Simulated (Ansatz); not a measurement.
`C[O][Sn]([NH2])([O]C)[O]C` and `C[O][Sn]([OH])([O]C)[O]C` differ in one atom or group.

Ansatz, PBE0-D4/def2-TZVP geometries, multiplicity 1. Each molecule was computed in one conformer, which needn't be the lowest.

Elements past krypton have def2 core potentials.

```tsv
property	`C[O][Sn]([NH2])([O]C)[O]C`
HOMO energy (PBE0/def2-TZVPP) / eV	-7.75
HOMO energy (ωB97M-V/def2-TZVPP) / eV	-10.14
LUMO energy (PBE/def2-TZVPP) / eV	-2.06
size of the dipole moment (ωB97M-V/def2-TZVPP) / D	1.87
size of the dipole moment (PBE/def2-TZVPP) / D	1.77
HOMO energy (B3LYP/def2-TZVPP) / eV	-7.50
```

Problem. What does the change do to each property? (Estimate.)

Solution. The calculation gave: 
```tsv
property	`C[O][Sn]([OH])([O]C)[O]C`	shift
HOMO energy (PBE0/def2-TZVPP) / eV	-8.01	-0.26
HOMO energy (ωB97M-V/def2-TZVPP) / eV	-10.41	-0.27
LUMO energy (PBE/def2-TZVPP) / eV	-2.47	-0.41
size of the dipole moment (ωB97M-V/def2-TZVPP) / D	1.82	-0.05
size of the dipole moment (PBE/def2-TZVPP) / D	1.69	-0.08
HOMO energy (B3LYP/def2-TZVPP) / eV	-7.77	-0.27
```

With PBE0 the HOMO falls by 0.26 eV and the LUMO falls by 0.42 eV, so the gap narrows by about 0.16 eV. PBE moves the HOMO by -0.20 eV and ωB97M-V by -0.27 eV. Dipoles are sizes alone; their direction can turn.

Positive LUMOs are unbound, so they and the gaps depend on the basis.

B3LYP here is the variant with VWN-RPA as its local correlation; programs differ in this.
